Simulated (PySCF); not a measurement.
## Fractional electron number in Mg²⁺ (magnesium, charge +2)

The 2p beta orbital of [Ne] is emptied in steps (occupation f), with all orbitals relaxed, ending at [He] 2s2 2p5. All numbers are calculated (PySCF 2.14, the non-relativistic Hamiltonian (point nucleus), in def2-TZVP (5s4p3d, 32 functions)). The exact energy is a straight line in f; departures are measured from the line between the end points of the same method.

Q: Among UHF, LDA, PBE, PBE0, r2SCAN, LC-wPBE, BHandHLYP, wB97X, MN15, BLYP, which shows the largest delocalisation error (convex curve), and which is closest to linear?

A: Most convex: LDA (-3.384 eV at f = 0.4); closest to linear: UHF (0.706 eV).

```json
{"f": "1", "UHF (eV)": "0.000", "LDA (eV)": "0.000", "PBE (eV)": "0.000", "PBE0 (eV)": "0.000", "r2SCAN (eV)": "0.000", "LC-wPBE (eV)": "0.000", "BHandHLYP (eV)": "0.000", "wB97X (eV)": "0.000", "MN15 (eV)": "0.000", "BLYP (eV)": "0.000"}
{"f": "0.8", "UHF (eV)": "0.493", "LDA (eV)": "-2.245", "PBE (eV)": "-2.169", "PBE0 (eV)": "-1.509", "r2SCAN (eV)": "-1.957", "LC-wPBE (eV)": "-1.256", "BHandHLYP (eV)": "-0.852", "wB97X (eV)": "-1.162", "MN15 (eV)": "-1.450", "BLYP (eV)": "-2.168"}
{"f": "0.6", "UHF (eV)": "0.722", "LDA (eV)": "-3.378", "PBE (eV)": "-3.251", "PBE0 (eV)": "-2.260", "r2SCAN (eV)": "-2.901", "LC-wPBE (eV)": "-1.878", "BHandHLYP (eV)": "-1.281", "wB97X (eV)": "-1.736", "MN15 (eV)": "-2.163", "BLYP (eV)": "-3.252"}
{"f": "0.4", "UHF (eV)": "0.706", "LDA (eV)": "-3.384", "PBE (eV)": "-3.243", "PBE0 (eV)": "-2.253", "r2SCAN (eV)": "-2.862", "LC-wPBE (eV)": "-1.867", "BHandHLYP (eV)": "-1.283", "wB97X (eV)": "-1.720", "MN15 (eV)": "-2.146", "BLYP (eV)": "-3.248"}
{"f": "0.2", "UHF (eV)": "0.460", "LDA (eV)": "-2.258", "PBE (eV)": "-2.151", "PBE0 (eV)": "-1.493", "r2SCAN (eV)": "-1.885", "LC-wPBE (eV)": "-1.230", "BHandHLYP (eV)": "-0.857", "wB97X (eV)": "-1.128", "MN15 (eV)": "-1.416", "BLYP (eV)": "-2.159"}
{"f": "0", "UHF (eV)": "0.000", "LDA (eV)": "0.000", "PBE (eV)": "0.000", "PBE0 (eV)": "0.000", "r2SCAN (eV)": "0.000", "LC-wPBE (eV)": "0.000", "BHandHLYP (eV)": "0.000", "wB97X (eV)": "0.000", "MN15 (eV)": "0.000", "BLYP (eV)": "0.000"}
```

| method | E(f=0) − E(f=1) (eV) | −ε at f=1 (eV) | −ε at f=0.4 (eV) |
| --- | --- | --- | --- |
| UHF | 78.641 | 81.798 | 77.972 |
| LDA | 80.847 | 66.861 | 83.644 |
| PBE | 80.304 | 66.752 | 83.066 |
| PBE0 | 80.248 | 70.811 | 82.176 |
| r2SCAN | 80.362 | 68.023 | 82.943 |
| LC-wPBE | 80.461 | 72.611 | 82.091 |
| BHandHLYP | 80.203 | 74.896 | 81.263 |
| wB97X | 80.108 | 72.833 | 81.648 |
| MN15 | 80.766 | 71.671 | 82.649 |
| BLYP | 80.327 | 66.791 | 83.067 |

Reference removal energy between the ground levels: 80.144 eV (measured; NIST Atomic Spectra Database, ionization energies). The calculation has no spin-orbit coupling. UHF lacks correlation.
